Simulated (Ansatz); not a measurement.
Molecule: sum formula AlN$_{2}$H$_{5}$ (charge 0, singlet). SMILES: [NH2][AlH][NH2]
Structure (B3LYP-D3(BJ)/def2-TZVP (Ansatz, a first-principles code) minimum search):
```xyz
8

N      1.4891    -0.4432     0.3307
Al     0.0168     0.4821    -0.0152
N     -1.5170    -0.3587    -0.3054
H      1.5647    -1.4464     0.3856
H      2.3869    -0.0195     0.5032
H      0.0715     2.0535    -0.0648
H     -2.3836     0.1147    -0.5062
H     -1.6623    -1.3557    -0.2972
```

Parts of the frozen-core correlation energy in cc-pV(D+d)Z (Ansatz, hartree). Frozen orbitals: 7; correlated occupied orbitals by spin: 9 and 9; virtual: 60 and 60. No spin-orbit coupling. No relativistic terms.

```csv
term,value
reference (HF),-353.80682
MP2 opposite-spin,-0.31708
MP2 same-spin,-0.09734
CCSD correlation,-0.44626
(T),-0.01031
T1 diagnostic,0.012
largest doubles amplitude,0.031
```
